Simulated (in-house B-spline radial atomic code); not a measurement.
Settings and results of a run for In III (In2+). Method: non-relativistic PBE, spin-polarised, spherical fractional occupations, point nucleus, inside a hard spherical wall at 8.57 bohr. Calculated with a B-spline radial code for spherical atoms.

Command:
```bash
python run_scf.py task.json out
```
Settings:
```
Z                49
configuration    [Kr] 4d10 4f1
hamiltonian      nr
method           pbe,pbe
spin_polarised   True
wall_radius      8.57
```

Output (hartree, bohr):
```
 radial grid: 47 intervals, B-splines of order 8, outer radius 8.57 bohr

 iter        energy (Eh)    residual
    1       -5730.509170    6.01e-01
    2       -5730.973389    5.44e-01
    3       -5740.451220    3.28e-02
    4       -5740.491829    1.62e-02
    5       -5740.496839    3.88e-03
    6       -5740.497054    8.51e-04
    7       -5740.497073    4.76e-04
    8       -5740.497080    2.01e-05
    9       -5740.497080    2.37e-06
   10       -5740.497080    5.11e-07
   11       -5740.497080    4.15e-08

 total energy                     -5740.49708
 kinetic                            5738.3605
 electron-nucleus                 -13619.2194
 Hartree                            2295.4437
 exchange-correlation               -155.0818

 orbital      occ     eigenvalue          <r>       <r^2>       <1/r>     <1/r^3>     <1/r^2>       r_max
 1s up      1.000      -985.6199    0.0310521  0.00128981     48.4756           -      4717.5     0.02056
 1s down    1.000      -985.6199    0.0310521  0.00128981     48.4756           -      4717.5     0.02056
 2s up      1.000      -145.0382     0.134328   0.0211937     11.0606           -     497.115       0.114
 2s down    1.000      -145.0383     0.134328   0.0211937     11.0606           -     497.115       0.114
 2p up      3.000      -135.5047     0.114621     0.01598     11.0668     3800.43     165.952     0.08926
 2p down    3.000      -135.5048     0.114621     0.01598     11.0668     3800.43     165.952     0.08926
 3s up      1.000       -28.0908     0.361646     0.14933     3.97146           -     96.7572      0.3279
 3s down    1.000       -28.0908     0.361646     0.14933     3.97146           -     96.7574      0.3279
 3p up      3.000       -24.1886     0.352903    0.144345     3.89179     684.089     32.0916      0.3144
 3p down    3.000       -24.1887     0.352903    0.144345     3.89179     684.092     32.0917      0.3144
 3d up      5.000       -16.9598     0.324307    0.124815     3.74702     108.353     17.6039      0.2587
 3d down    5.000       -16.9598     0.324306    0.124815     3.74702     108.353      17.604      0.2587
 4s up      1.000        -4.8990     0.878269    0.872874     1.56213           -     19.5004      0.7967
 4s down    1.000        -4.8989     0.878153    0.872602      1.5623           -     19.5046      0.7966
 4p up      3.000        -3.6254      0.93384     0.99664     1.45032     119.154     6.13036      0.8278
 4p down    3.000        -3.6251     0.933591    0.996013     1.45064     119.206     6.13278      0.8277
 4d up      5.000        -1.5430      1.14452     1.55226     1.16256     12.6239     2.52072      0.9247
 4d down    5.000        -1.5415      1.14293     1.54737     1.16386     12.6523     2.52562      0.9244
 4f up      1.000        -0.2073      4.57654     22.8057    0.246932     0.03429   0.0749372       4.572

 Slater integrals (Eh)
   F0(4d up,4d up)               0.791552
   F2(4d up,4d up)               0.396554
   F4(4d up,4d up)               0.260412
   F0(4d up,4d down)             0.792066
   F2(4d up,4d down)             0.396892
   F4(4d up,4d down)             0.260664
   F0(4d up,4f up)               0.244871
   F2(4d up,4f up)               0.033825
   F4(4d up,4f up)               0.012060
   G1(4d up,4f up)               0.016545
   G3(4d up,4f up)               0.009278
   G5(4d up,4f up)               0.006288
   F0(4d down,4d down)           0.792580
   F2(4d down,4d down)           0.397232
   F4(4d down,4d down)           0.260916
   F0(4d down,4f up)             0.244880
   F2(4d down,4f up)             0.033753
   F4(4d down,4f up)             0.012020
   F0(4f up,4f up)               0.196272
   F2(4f up,4f up)               0.111118
   F4(4f up,4f up)               0.075312
   F6(4f up,4f up)               0.056255
```

Cost of the run: 0.12 s on 1 thread of Arm Neoverse V1, with other jobs on the host.
